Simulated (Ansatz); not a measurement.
A nudged elastic band was laid between two geometries of AlCl3 + CH4 (9 atoms, charge 0, multiplicity 1).

Level of theory: RKS PBE0/def2-SVP in Ansatz.

```
movable images  : 7
climbing image  : yes
spring          : 5.0 eV/Å²
optimiser       : quadratic models (default)
start path      : through a guess of the saddle point
force threshold : 0.05 eV/Å
iteration limit : 60
end points      : relaxed
```

First end point:

```xyz
9
Properties=species:S:1:pos:R:3
Al -0.898 -1.065 0.082
Cl -2.680 0.022 0.302
Cl -0.514 -1.956 -1.778
Cl 0.040 -1.829 1.788
H -0.217 1.100 0.315
C 0.809 0.951 -0.067
H 1.022 1.825 -0.698
H 1.506 0.884 0.776
H 0.933 0.068 -0.720
```

Last end point:

```xyz
9
Properties=species:S:1:pos:R:3
Al -0.126 -0.996 -0.060
Cl -2.268 0.454 0.554
Cl -0.897 -1.900 -1.809
Cl -0.102 -2.206 1.673
H -1.629 1.576 0.519
C 1.056 0.541 -0.194
H 0.747 1.245 -0.984
H 1.147 1.089 0.759
H 2.071 0.197 -0.458
```

(1) Which bonds break or form, and what moves?

(2) What energy profile does the band end with?

(3) What is the geometry of the highest image?

(4) What are the harmonic wavenumbers there?

Answers

(1) Bonds broken: Al1–Cl2, H5–C6. Bonds formed: Al1–C6, Cl2–H5. AlCl3 + CH4 becomes CH4AlCl3.

(2) The forces met the threshold. The highest image is number 5 of 0 to 8, 1.71 eV above the first end and 0.31 eV above the last; the last end lies 1.40 eV above the first. A vibrational analysis at the climbing image gives one clearly imaginary mode, 632i cm⁻¹: a first-order saddle point. The orbitals stay closed-shell, which can raise the energy where a bond breaks towards radicals; this wasn't checked here.

```
image  path coordinate (Å)  energy (eV)  Al1–Cl2 (Å)  H5–C6 (Å)  Al1–C6 (Å)
    0                 0.00         0.00         2.10       1.11        2.65
    1                 0.37         0.02         2.10       1.11        2.65
    2                 0.74         0.13         2.12       1.11        2.54
    3                 1.11         0.49         2.17       1.14        2.32
    4                 1.48         1.29         2.27       1.32        2.12
    5                 1.85         1.71         2.40       1.66        2.02
    6                 2.48         1.53         2.59       2.25        1.96
    7                 3.11         1.42         2.64       2.81        1.95
    8                 3.75         1.40         2.66       2.96        1.94
```

(3) 
```xyz
9
Properties=species:S:1:pos:R:3
Al -0.361 -0.958 0.060
Cl -2.200 0.569 0.295
Cl -0.661 -2.021 -1.730
Cl -0.140 -2.035 1.852
H -0.833 0.942 0.063
C 0.802 0.683 -0.089
H 0.543 1.689 -0.471
H 1.334 0.825 0.864
H 1.516 0.306 -0.845
```

(4) 632i, 80, 99, 129, 157, 173, 276, 419, 445, 524, 596, 608, 843, 883, 1244, 1385, 1406, 1680, 3033, 3106, 3169 cm⁻¹.

Run time: 3.1 min on 2 threads of Intel(R) Xeon(R) 6975P-C (Granite Rapids), with other jobs on the host, peak memory 0.27 GiB.
